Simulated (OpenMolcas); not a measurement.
**Tl II: CASPT2 settings compared**

| Quantity | Value |
| --- | --- |
| Program | OpenMolcas 26.06 |
| Basis | ANO-RCC-VTZP [8s7p5d3f2g] |
| Scalar Hamiltonian | DKH2, point nucleus |
| Active space | 2 electrons in 4 orbitals (6s 6p) |
| State averaging | 2S+1 = 3 even, 3 roots (0 in the spin-orbit step); 2S+1 = 1 even, 1 root; 2S+1 = 3 odd, 3 roots; 2S+1 = 1 odd, 3 roots |
| Spin-orbit coupling | state interaction with AMFI integrals over the reference wave functions, term energies averaged over their components |

Methods on the same reference wave functions:
A. CASSCF
B. SS-CASPT2, IPEA 0 Eh, imaginary shift 0.25 Eh (closed shells correlated: 4f 5s 5p 5d)
C. SS-CASPT2, IPEA 0.15 Eh, imaginary shift 0.15 Eh (closed shells correlated: none)
D. XMS-CASPT2, IPEA 0.3 Eh, imaginary shift 0.3 Eh (closed shells correlated: 4f 5s 5p 5d)

Energies in cm⁻¹ above 6s² ¹S₀, the measured ground level; measured values from NIST Handbook of Basic Atomic Spectroscopic Data.

```tsv
Level	A	B	C	D	Measured
6s² ¹S₀	0.0	0.0	0.0	0.0	0.0
6s 6p ³P°₀	45577	51080	45290	51000	49451
6s 6p ³P°₁	48354	53680	48020	53600	52394
6s 6p ³P°₂	55212	60720	54930	60630	61728
6s 6p ¹P°₁	77111	74140	74270	74420	75663
```

Deviations, from unrounded energies. A percentage is the sum of absolute deviations over the sum of measured energies, with the sign that they share, or ± where signs differ.

| Against measurement | Levels | A | B | C | D |
| --- | --- | --- | --- | --- | --- |
| mean absolute deviation (cm-1) | 4 | 4000 | 1400 | 4200 | 1300 |
| other configurations (%) | 4 | ±6.6 | ±2.3 | -7.0 | ±2.1 |

D lies closest to measurement on these levels and C furthest from it. The largest miss of D in the table is 6s 6p ³P°₀, by +1500 cm-1. The ranking rests on the paired levels alone, and a cruder setting can come out closer through cancelling errors.

Among B to D the level of the table that moves most is 6s 6p ³P°₀, by 5800 cm-1 (lowest in C, highest in B). Moves below CASPT2's spread within the term are not significant.

The two smallest mean deviations differ by little beside CASPT2's spread within terms, so their order carries little weight.

The lowest spin-free term lies below A's lowest term by 0.797 hartree in B, 0.002 hartree in C, 0.794 hartree in D.

Term energies are means over components that CASPT2 splits; among the terms shown or strongly mixed into the levels shown the widest spread is 200 cm-1 (6s 6p ¹P°, D). Some high roots are left out of the spin-orbit mixing, which shifts the levels that they would mix with. Spin-orbit splittings of 6p shells tend to come out small when the coupling is added on scalar orbitals. Computed and measured levels are paired by configuration, term and J; levels that our copy of the source lacks, or whose pairing is in doubt (as where it misses far off the trend of its configuration), stay unpaired and out of the deviations. Levels of configurations outside the active space are missing.

° marks odd parity.
